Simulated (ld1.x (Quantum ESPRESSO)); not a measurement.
What the settings do to the TM potential of magnesium

Base potential:

Mg, norm-conserving Troullier–Martins (Kleinman–Bylander form), made with ld1.x (Quantum ESPRESSO) 7.5 (PBE, non-relativistic). Core [Ne], reference 3s2 3p0. Waves: 3s (bound): rc 2.00 bohr; 3p (bound, empty): rc 3.95 bohr; 3d channel at 0.2 Ry: rc 3.80 bohr. Local part: the d channel. Core correction: none.

Cutoffs, loose and tight: the cutoffs (Ry, on a coarse ladder) from which the occupation-weighted sum of valence levels, in a spherical-Bessel basis at the reference potential, stays within 10 and 1 mRy of its value at 400 Ry. They do not see the model core or the augmentation charge, which bear on the density cutoff. Test errors are all-electron minus pseudo excitation energies from the reference, over the configurations 3s1 3p0; 3s1.5 3p0; 3s1 3p1; 3s0 3p1; 3s0 3p2. A dash means not determined; rows that change the core or the reference have their own tests.

```tsv
change	outcome	cutoff, loose	cutoff, tight	bound ghosts	largest test error (meV)
base	generated	6 Ry	18 Ry	none	+112
wave 3p (bound): rc 3.95 bohr becomes 3p (bound): rc 2.54 bohr	generated	6 Ry	18 Ry	none	+109
wave 3p (bound): rc 3.95 bohr becomes 3p (bound): rc 3.06 bohr	generated	6 Ry	18 Ry	none	+109
wave 3p (bound): rc 3.95 bohr becomes 3p (bound): rc 3.62 bohr	generated	6 Ry	18 Ry	none	+111
wave 3p (bound): rc 3.95 bohr becomes 3p (bound): rc 3.92 bohr	generated	6 Ry	18 Ry	none	+112
wave 3p (bound): rc 3.95 bohr becomes 3p (bound): rc 4.54 bohr	generated	6 Ry	18 Ry	none	+113
wave 3p (bound): rc 3.95 bohr becomes 3p (bound): rc 4.88 bohr	generated	6 Ry	18 Ry	none	+113
wave 3p (bound): rc 3.95 bohr becomes 3p (bound): rc 5.56 bohr	generated	6 Ry	18 Ry	none	+106
wave 3p (bound): rc 3.95 bohr becomes 3p (bound): rc 6.02 bohr	generated	6 Ry	18 Ry	none	+97
```

Reading the sweep of the p radius (base included, trends over the rows without a ghost): The loose cutoff stays near 6 Ry. The median size of the test errors (rows with all tests solved) stays near 12.8 meV.
